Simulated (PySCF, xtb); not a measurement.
OP, SMILES O=[P], multiplicity 2.

Harmonic wavenumbers (cm⁻¹) from xtb with GFN2-xTB at its own minimum, in rising order: 1318.

What does PySCF 2.14.0 with B3LYP-D3(BJ)/def2-TZVPD give at its own minimum? (The exact figures need the calculation; the answer reports its results.)

1258. Paired by order, the mean absolute difference is 61 cm⁻¹ and the zero-point energies are 1.9 and 1.8 kcal/mol.
